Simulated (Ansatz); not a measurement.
Program: Ansatz. Geometries: PBE0-D4/def2-TZVP. ΔE: electronic, gas phase. CCSD(T)/CBS adds triple-zeta CCSD(T) − MP2 to the extrapolated MP2 energy (def2 sets, frozen cores). Functionals use def2-TZVPP. For Ge outer-core shells are correlated without core-valence functions, which leaves a few kJ/mol of doubt a bond. Scalar relativity is left out up to krypton. One conformer a species, not always the lowest.

Reaction (redistribution): `CSB1O[SiH]1N` + `[SiH3][GeH3]` → `N[SiH]1BO1` + `C[S][GeH2][SiH3]`

```tsv
level	ΔE (kJ/mol)
ωB97M-V	34.1
CCSD/CBS(def2)	30.2
```

Q: What does CCSD(T)/CBS give? (An estimate is asked.)

A: Computed: +31.9 kJ/mol. The listed levels differ from it by 2.2, -1.7 kJ/mol.

Largest T1 diagnostic among the species: 0.015.

In def2-TZVPP, CCSD(T) changes the Hartree–Fock value by +7.1 kJ/mol (the triples alone add +1.7 kJ/mol) and MP2 by +6.7 kJ/mol. The D4 term adds −3.2 kJ/mol with B3LYP and −1.7 kJ/mol with PBE0; it sums over pairs of atoms, weighted by their polarisabilities, and B3LYP, whose exchange is more repulsive, gets the larger term.

B3LYP here is the variant with VWN-RPA as its local correlation; programs differ in this.
